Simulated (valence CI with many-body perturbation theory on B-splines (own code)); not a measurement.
# E1 transitions of Sc16+

Level of theory: relativistic CI+MBPT: three valence electrons over a frozen Dirac-Fock core [He], radial functions for each j: 11 s, 11 p, 9 d, 7 f, 5 g, 2 h, 1 i, with the one-electron correlation potential Σ1 (screened to all orders), the two-electron term Σ2, the three-electron term Σ3, Breit, model QED; selected single and double excitations, second order for the rest (own B-spline code, finite nucleus).

No measured spectrum was set against this ion. As an estimate, levels of excited configurations hold to 0.05 to 0.15 % of their energy, terms of the ground configuration to about 0.5 %.

Lines 1 to 50 of 267 in falling wavelength, among levels below 5881.4 × 10³ cm⁻¹, chosen from the strongest by gf and those to the six lowest levels. Wavelengths and rates use the calculated energies, so an error of 500 cm⁻¹ moves a line at 99.72 nm by 0.5 % and its rate by three times that or more. Electric multipoles are in the length gauge, E1 and E2 with the static RPA response of the core. Weak lines are less certain than strong ones. Lines between different terms over intervals too small for the method are left out, as are lines whose strength nearly cancels. Where a level lies close to another of its J and parity, the split of strength between their lines is uncertain. The highest levels of a list are the least certain.

Names give the largest LS component (configuration and term), which can be under half, so a name can repeat, a term be missing and a line seem to break the LS rules; names also repeat where a configuration has a term twice. Letters in brackets count levels of one name in rising energy.

| λ vac (nm) | Upper | Lower | A (s⁻¹) | S (a.u.) |
| --- | --- | --- | --- | --- |
| 99.72 | 2s 2p 3d 4D°_7/2 | 2s 2p 3p 4P_5/2 | 1.56e+08 | 6.12e-01 |
| 92.65 | 2s 2p 3d 4F°_9/2 | 2s 2p 3p 4D_7/2 | 3.18e+08 | 1.25e+00 |
| 89.47 | 2s 2p 3d 4F°_7/2 | 2s 2p 3p 4D_5/2 | 3.29e+08 | 9.31e-01 |
| 87.45 | 2s 2p 3d 2F°_7/2 [b] | 2s 2p 3p 2D_5/2 [b] | 3.17e+08 | 8.38e-01 |
| 83.64 | 2s 2p 3d 4F°_5/2 | 2s 2p 3p 4D_3/2 | 3.00e+08 | 5.19e-01 |
| 83.09 | 2s 2p 3p 4D_3/2 | 2s 2p 3s 4P°_3/2 | 2.80e+08 | 3.17e-01 |
| 82.82 | 2p2 3p 4P°_5/2 | 2p2 3s 4P_5/2 | 3.99e+08 | 6.71e-01 |
| 81.77 | 2s 2p 3d 2F°_5/2 [b] | 2s 2p 3p 2D_3/2 [b] | 2.64e+08 | 4.27e-01 |
| 81.59 | 2s 2p 3d 2P°_3/2 [b] | 2s 2p 3p 2S_1/2 [b] | 2.49e+08 | 2.67e-01 |
| 81.52 | 2p2 3p 4D°_7/2 | 2p2 3s 4P_5/2 | 6.41e+08 | 1.37e+00 |
| 81.23 | 2s 2p 3d 4F°_3/2 | 2s 2p 3p 4D_1/2 | 3.09e+08 | 3.27e-01 |
| 81.08 | 2p2 3p 4D°_3/2 | 2p2 3s 4P_1/2 | 4.29e+08 | 4.52e-01 |
| 81.02 | 2p2 3p 4D°_5/2 | 2p2 3s 4P_3/2 | 5.79e+08 | 9.12e-01 |
| 78.56 | 2s 2p 3d 2D°_5/2 [a] | 2s 2p 3p 4S_3/2 | 1.65e+08 | 2.37e-01 |
| 77.66 | 2s 2p 3d 2D°_5/2 [b] | 2s 2p 3p 2P_3/2 [b] | 3.09e+08 | 4.29e-01 |
| 76.39 | 2s2 3d 2D_5/2 | 2s2 3p 2P°_3/2 | 5.05e+08 | 6.67e-01 |
| 75.20 | 2s 2p 3d 4P°_5/2 [a] | 2s 2p 3p 2P_3/2 [a] | 3.12e+08 | 3.93e-01 |
| 75.01 | 2s 2p 3d 4D°_7/2 | 2s 2p 3p 4D_7/2 | 1.59e+08 | 2.64e-01 |
| 74.39 | 2p2 3p 4P°_1/2 | 2p2 3s 4P_3/2 | 5.82e+08 | 2.36e-01 |
| 73.76 | 2s 2p 3p 2D_5/2 [a] | 2s 2p 3s 2P°_3/2 [a] | 6.47e+08 | 7.68e-01 |
| 73.59 | 2s 2p 3p 2D_3/2 [b] | 2s 2p 3s 2P°_3/2 [b] | 3.29e+08 | 2.59e-01 |
| 73.25 | 2s 2p 3d 2D°_3/2 [b] | 2s 2p 3p 2P_1/2 [b] | 3.05e+08 | 2.37e-01 |
| 72.74 | 2s2 3p 2P°_1/2 | 2s2 3s 2S_1/2 | 7.11e+08 | 2.70e-01 |
| 72.53 | 2s 2p 3p 4D_7/2 | 2s 2p 3s 4P°_5/2 | 7.96e+08 | 1.20e+00 |
| 71.47 | 2s2 3d 2D_3/2 | 2s2 3p 2P°_1/2 | 5.07e+08 | 3.65e-01 |
| 71.06 | 2s 2p 3p 2D_3/2 [a] | 2s 2p 3s 2P°_1/2 [a] | 3.38e+08 | 2.40e-01 |
| 70.90 | 2s 2p 3p 4D_5/2 | 2s 2p 3s 4P°_3/2 | 7.21e+08 | 7.61e-01 |
| 70.69 | 2s 2p 3p 2D_5/2 [b] | 2s 2p 3d 4D°_3/2 | 2.15e+08 | 2.25e-01 |
| 70.45 | 2s 2p 3d 4P°_5/2 [b] | 2s 2p 3p 4S_3/2 | 2.20e+08 | 2.28e-01 |
| 70.15 | 2s 2p 3p 2D_5/2 [b] | 2s 2p 3s 2P°_3/2 [b] | 4.54e+08 | 4.64e-01 |
| 67.74 | 2s 2p 3p 2P_3/2 [b] | 2s 2p 3s 2P°_1/2 [b] | 5.26e+08 | 3.23e-01 |
| 66.60 | 2s2 3p 2P°_3/2 | 2s2 3s 2S_1/2 | 9.23e+08 | 5.38e-01 |
| 66.32 | 2s 2p 3d 2F°_7/2 [a] | 2s 2p 3p 2D_5/2 [a] | 8.34e+08 | 9.60e-01 |
| 66.30 | 2s 2p 3d 2F°_5/2 [a] | 2s 2p 3p 2D_3/2 [a] | 6.03e+08 | 5.20e-01 |
| 65.58 | 2s 2p 3d 2D°_3/2 [a] | 2s 2p 3p 2P_1/2 [a] | 4.31e+08 | 2.40e-01 |
| 65.41 | 2s 2p 3p 2P_3/2 [a] | 2s 2p 3s 4P°_1/2 | 4.57e+08 | 2.52e-01 |
| 61.50 | 2s 2p 3p 4P_3/2 | 2s 2p 3s 4P°_5/2 | 8.80e+08 | 4.04e-01 |
| 60.14 | 2s 2p 3p 2S_1/2 [a] | 2s 2p 3s 2P°_3/2 [a] | 1.12e+09 | 2.41e-01 |
| 58.92 | 2s 2p 3p 4S_3/2 | 2s 2p 3s 4P°_3/2 | 6.65e+08 | 2.69e-01 |
| 58.51 | 2s 2p 3p 4P_5/2 | 2s 2p 3s 4P°_5/2 | 1.20e+09 | 7.13e-01 |
| 57.81 | 2s 2p 3p 4P_1/2 | 2s 2p 3s 4P°_3/2 | 1.46e+09 | 2.78e-01 |
| 49.83 | 2s 2p 3p 4P_5/2 | 2s 2p 3s 4P°_3/2 | 4.27e+08 | 1.56e-01 |
| 31.24 | 2p3 2D°_5/2 | 2s 2p2 2P_3/2 | 2.19e+09 | 1.98e-01 |
| 29.51 | 2p2 3s 2D_5/2 | 2s 2p 3d 4D°_3/2 | 1.32e+09 | 1.00e-01 |
| 29.41 | 2p2 3s 2D_5/2 | 2s 2p 3s 2P°_3/2 [b] | 3.11e+09 | 2.34e-01 |
| 28.80 | 2p2 3s 2D_3/2 | 2s 2p 3s 2P°_1/2 [b] | 2.25e+09 | 1.06e-01 |
| 26.63 | 2p3 2D°_3/2 | 2s 2p2 2S_1/2 | 2.17e+09 | 8.08e-02 |
| 22.71 | 2p2 3p 4P°_5/2 | 2s 2p 3p 4P_5/2 | 3.09e+09 | 1.07e-01 |
| 22.62 | 2p2 3p 4D°_7/2 | 2s 2p 3p 4P_5/2 | 1.62e+09 | 7.41e-02 |
| 22.38 | 2p3 2P°_1/2 | 2s 2p2 2P_1/2 | 8.36e+09 | 9.24e-02 |
